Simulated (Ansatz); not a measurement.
CH5FOSi can be A, `OC[SiH2]F`, or B, `C[SiH](O)F`.

Program: Ansatz. Geometries: PBE0-D4/def2-TZVP. ΔE: electronic, gas phase. CBS: MP2 limit from def2 TZ/QZ plus the TZ coupled-cluster correction, frozen cores. Functionals use def2-TZVPP. One conformer a species, not always the lowest.

A:

Z-matrix (Å, degrees):
```
C
Si 1 1.876
O 1 1.422 2 111.4
H 1 1.095 2 109.6 3 -117.9
H 1 1.100 2 111.0 3 125.2
F 2 1.608 1 106.2 3 -54.9
H 2 1.486 1 112.2 3 -172.8
H 2 1.482 1 111.8 3 61.8
H 3 0.961 1 108.4 2 58.0
```

B:

```xyz
9

C    -0.273   -0.480   -1.015
Si    0.538    0.135    0.531
O    -0.270    1.370    1.233
F     0.620   -1.102    1.545
H     0.304   -1.300   -1.450
H    -0.343    0.319   -1.757
H    -1.282   -0.851   -0.815
H     1.912    0.634    0.323
H    -1.207    1.274    1.406
```

Which isomer does CCSD(T)/CBS put lower? Give the gap. (Best estimate.)

Ansatz gave: B, by 56.8 kcal/mol.

Give E(B) − E(A) in kcal/mol with MP2/def2-TZVPP, CCSD(T)/def2-SVP, CCSD/def2-TZVPP, BLYP-D4, LDA (SPW92), CCSD(T)/def2-TZVPP, PBE0-D4. (Best estimate.)

The calculation gave: MP2/def2-TZVPP -58.4, CCSD(T)/def2-SVP -50.7, CCSD/def2-TZVPP -56.4, BLYP-D4 -53.2, LDA (SPW92) -53.9, CCSD(T)/def2-TZVPP -56.2, PBE0-D4 -54.5. None reverses the order clearly.

Does the order hold for the free energy at 298.15 K (harmonic terms from PBE0-D4)? (An estimate is asked.)

Computed: Yes: G(B) − G(A) = -56.1 kcal/mol, for one conformer each.

Largest T1 diagnostic: 0.011.

From r2SCAN to r2SCAN0 (25 % exact exchange), in def2-TZVPP and without D4, E(B) − E(A) moves by −0.8 kcal/mol. At CCSD(T), def2-SVP lies +6.1 kcal/mol from the extrapolated value and def2-TZVPP +0.6 kcal/mol.
